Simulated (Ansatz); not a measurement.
These are frozen-core CCSD(T)/cc-pVTZ // PBE0-D4/def2-TZVP run with Ansatz (a first-principles code) values and carry that method's errors.

Ansatz 0.2 input:
```yaml
crystal:
  periodic: [false, false, false]
  atoms:
    - { symbol: O, position_ang: [0.885923, -0.000009, -0.000007] }
    - { symbol: Ge, position_ang: [-0.885923, 0.000009, 0.000007] }
basis:
  gaussian: { orbitals: cc-pVTZ }
correlation:
  method: ccsd_t
total_charge: 1
magnetization:
  spin_polarized: true
  initial_magnetization: 1
```

Output:

```
Functional definition: HF
466 factors; integrals over basis functions are off by at most 1.2e-3 eV
mean field evaluation 1: about -58482.3228 eV, gradient 6.5e1 eV
mean field evaluation 2: about -58482.3563 eV, gradient 6.5e1 eV
mean field evaluation 4: about -58499.2640 eV, gradient 1.8e1 eV
mean field evaluation 8: about -58502.5479 eV, gradient 1.1e0 eV
mean field evaluation 16: about -58502.5969 eV, gradient 7.0e-2 eV
mean field evaluation 32: about -58502.6810 eV, gradient 1.1e0 eV
mean field evaluation 64: about -58502.5950 eV, gradient 2.9e-1 eV
mean field evaluation 96: about -58502.5972 eV, gradient 1.1e-2 eV
mean field evaluation 128: about -58503.5663 eV, gradient 1.7e-6 eV
mean field evaluation 160: about -58503.5663 eV, gradient 1.4e-6 eV
mean field evaluation 192: about -58502.5972 eV, gradient 2.1e-3 eV
mean field evaluation 224: about -58502.8978 eV, gradient 5.6e0 eV
mean field evaluation 256: about -58494.4913 eV, gradient 1.6e1 eV
mean field evaluation 288: about -58495.3995 eV, gradient 7.7e-1 eV
mean field evaluation 320: about -58495.6108 eV, gradient 2.3e1 eV
mean field evaluation 352: about -58499.8784 eV, gradient 6.8e-1 eV
mean field evaluation 384: about -58501.0480 eV, gradient 6.5e-1 eV
mean field evaluation 416: about -58500.6879 eV, gradient 3.4e0 eV
mean field evaluation 448: about -58500.6382 eV, gradient 3.6e0 eV
mean field evaluation 480: about -58497.9871 eV, gradient 3.6e0 eV
mean field evaluation 512: about -58501.4031 eV, gradient 4.3e0 eV
mean field evaluation 544: about -58499.1158 eV, gradient 1.2e-2 eV
mean field evaluation 576: about -58499.7708 eV, gradient 1.1e-1 eV
mean field evaluation 608: about -58494.0926 eV, gradient 2.2e1 eV
mean field evaluation 640: about -58499.1268 eV, gradient 3.3e-2 eV
mean field evaluation 672: about -58503.5663 eV, gradient 3.3e-3 eV
mean field evaluation 704: about -58496.4065 eV, gradient 1.1e0 eV
mean field evaluation 736: about -58496.4251 eV, gradient 1.3e-3 eV
mean field evaluation 768: about -58496.1504 eV, gradient 8.0e-3 eV
mean field evaluation 800: about -58499.8821 eV, gradient 1.5e-1 eV
mean field evaluation 832: about -58495.4086 eV, gradient 5.7e-2 eV
mean field evaluation 864: about -58501.1280 eV, gradient 1.1e0 eV
mean field evaluation 896: about -58501.0733 eV, gradient 1.1e0 eV
mean field evaluation 928: about -58501.0349 eV, gradient 1.1e0 eV
mean field evaluation 960: about -58500.9427 eV, gradient 1.0e0 eV
mean field evaluation 992: about -58501.2546 eV, gradient 2.2e0 eV
mean field evaluation 1024: about -58501.1965 eV, gradient 1.6e0 eV
mean field evaluation 1056: about -58492.2390 eV, gradient 8.0e0 eV
mean field evaluation 1088: about -58500.3665 eV, gradient 3.8e-1 eV
mean field evaluation 1120: about -58500.7372 eV, gradient 3.1e0 eV
mean field -58503.56634539 eV, -2149.9664080515 hartree, gradient 1.4e-6 eV, S^2 0.762190; 13 other end points of the search recorded, 0 dependent functions left out
determinant -58503.56634539 eV, -2149.9664080515 hartree, with singles and doubles -58512.74681941 eV, -2150.3037842491 hartree
determinant -58502.59717258 eV, -2149.9307916077 hartree, with singles and doubles -58512.23092895 eV, -2150.2848256244 hartree
determinant -58499.88369692 eV, -2149.8310732165 hartree, with singles and doubles -58508.21654811 eV, -2150.1372998495 hartree
determinant -58503.56634539 eV, -2149.9664080515 hartree, with singles and doubles -58512.72805412 eV, -2150.3030946373 hartree
determinant -58502.59717258 eV, -2149.9307916077 hartree, with singles and doubles -58512.23618670 eV, -2150.2850188431 hartree
10 core orbitals not correlated
reference -58503.56634539 eV, -2149.9664080515 hartree; 10, 9 occupied and 53, 54 virtual orbitals, 466 factors
second order -8.65549332 eV of doubles, -0.00000000 eV of singles
cycle   1  -9.16171244 eV  change   -3.7e-6 eV  update   3.8e-6
perturbative correction -0.39656627 eV, -0.0145735417 hartree
Total energy: -58513.12462410 eV, -2150.3176683153 hartree
```

Cost: roughly 70 core-seconds.
